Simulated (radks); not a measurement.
Problem. Species: Er. Configuration: [Xe] 4f12 6s2. All-electron calculation, Dirac Kohn-Sham, LDA (Slater exchange, Perdew-Wang correlation), spin-unpolarised, spherical densities, point nucleus; open shells fill j = l - 1/2 first. Program: a radial shooting solver on a logarithmic mesh with Libxc functionals. Some entries of the table are withheld. Estimate them.

| orbital | occ. | eigenvalue (hartree) | <r^2> (bohr^2) |
|---|---|---|---|
| 1s1/2 | 2 | -2104.166 | 0.0005685 |
| 2s1/2 | 2 | -353.3273 | 0.008785 |
| 2p1/2 | 2 | -336.6393 | 0.006334 |
| 2p3/2 | 4 | -302.9812 | 0.007553 |
| 3s1/2 | 2 | -79.14003 | 0.05805 |
| 3p1/2 | 2 | -71.80498 | 0.05369 |
| 3p3/2 | 4 | -64.73838 | 0.06055 |
| 3d3/2 | 4 | -52.15468 | 0.04767 |
| 3d5/2 | 6 | -50.60892 | 0.04957 |
| 4s1/2 | 2 | -15.58675 | 0.2921 |
| 4p1/2 | 2 | -12.65706 | 0.3049 |
| 4p3/2 | 4 | -11.05957 | 0.3433 |
| 4d3/2 | 4 | -6.23064 | (1) |
| 4d5/2 | 6 | -5.94040 | (2) |
| 5s1/2 | 2 | -1.90771 | 1.773 |
| 5p1/2 | 2 | -1.11621 | 2.301 |
| 5p3/2 | 4 | -0.91773 | 2.699 |
| 6s1/2 | 2 | (3) | 17.95 |
| 4f5/2 | 6 | -0.14352 | 0.9425 |
| 4f7/2 | 6 | -0.10369 | 1.019 |

Solution. 
(1) 4d3/2 <r^2> (bohr^2): 0.3878
(2) 4d5/2 <r^2> (bohr^2): 0.4031
(3) 6s1/2 eigenvalue (hartree): -0.14652
